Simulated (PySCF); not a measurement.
H₄P, SMILES [PH4+], charge +1.

Coordinates come from a B3LYP-D3(BJ)/def2-TZVPD optimisation. The isomer is the one that the SMILES or the coordinates give; other isomers of the formula were not compared.

Vertical ionisation energy (IE) and electron affinity (EA) in eV. Rows of orbital energies are one-electron estimates. Where ΔSCF, EOM or ADC give a negative EA the extra electron is unbound and the value depends on the basis.

```
level                                                IE    EA
------------------------------------------------  -----  ----
−ε(HOMO), −ε(LUMO), CAM-B3LYP/def2-TZVPD (PySCF)  20.65  4.97
−ε(HOMO), −ε(LUMO), HF/def2-TZVPD (PySCF)         22.77  3.12
EOM-CCSD/aug-cc-pVDZ (PySCF)                        [?]   [?]
```

### Question
What belongs in the gaps? (Estimate from the structure and the level; the computed values follow.)

### Answer

- EOM-CCSD/aug-cc-pVDZ (PySCF), IE: 22.29
- EOM-CCSD/aug-cc-pVDZ (PySCF), EA: 3.96
